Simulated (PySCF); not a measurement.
**Spinor energies of Sr (strontium, neutral)**

Start: [Kr] 4d1 5s1; 4d5/2 filled at m_j = +5/2; 5s1/2 filled at m_j = +1/2. Calculated with PySCF 2.14 in x2c-TZVPall-2c with one added diffuse shell each of s, p, d type (9s10p8d1f, 86 functions): generalised Hartree-Fock with the X2C-1e Hamiltonian and a Gaussian nucleus; one run each with spin-orbit coupling (SO) switched off, then screened by Boettger's factors. This is a chosen level, not necessarily the ground level.

| spinor shell | electrons | ε, spin-free (eV) | ε, screened SO (eV) | weight of nominal j (screened SO) | rms radius, screened SO (bohr) |
| --- | --- | --- | --- | --- | --- |
| 1s1/2 | 2 | -16196.5 | -16195.9 | 1.000 | 0.0451 |
| 2s1/2 | 2 | -2260.3 | -2260.1 | 1.000 | 0.187 |
| 2p1/2 | 2 | -2002.5 | -2049.7 | 1.000 | 0.164 |
| 2p3/2 | 4 | -2002.5 | -1980.2 | 1.000 | 0.167 |
| 3s1/2 | 2 | -378.49 | -378.47 | 1.000 | 0.524 |
| 3p1/2 | 2 | -292.73 | -300.32 | 1.000 | 0.528 |
| 3p3/2 | 4 | -292.73 | -289.15 | 1.000 | 0.539 |
| 3d3/2 | 4 | -150.88 | -152.01 | 1.000 | 0.545 |
| 3d5/2 | 6 | -150.88 | -150.12 | 1.000 | 0.548 |
| 4s1/2 | 2 | -51.743 | -51.754 | 1.000 | 1.46 |
| 4p1/2 | 2 | -28.737 | -29.517 | 0.971 | 1.67 |
| 4p3/2 | 4 | -28.737 | -28.393 | 0.985 | 1.71 |
| 5s1/2 | 1 | -5.153 | -5.160 | 1.000 | 4.93 |
| 4d5/2 | 1 | -3.145 | -3.139 | 1.000 | 4.55 |

```csv
quantity,spin-free,screened SO
E (hartree),-3177.12281,-3177.37118
M_J,3,3
⟨J²⟩,12.004,12.004
⟨L²⟩,6.003,6.009
⟨S²⟩,2.002,2.008
```

Each row is a mean over spinors that exchange with the open shell spreads, by up to 1.223 eV (4p3/2).

Breit and QED terms are absent; they matter most for the inner s and p1/2 levels.

Densities and radii are taken from the X2C orbitals without a picture-change correction, which distorts them close to the nucleus.

Without spin-orbit coupling the j labels of p, d and f shells carry no meaning; the spin-free column gives the mean over the occupied spinors of each nl shell.
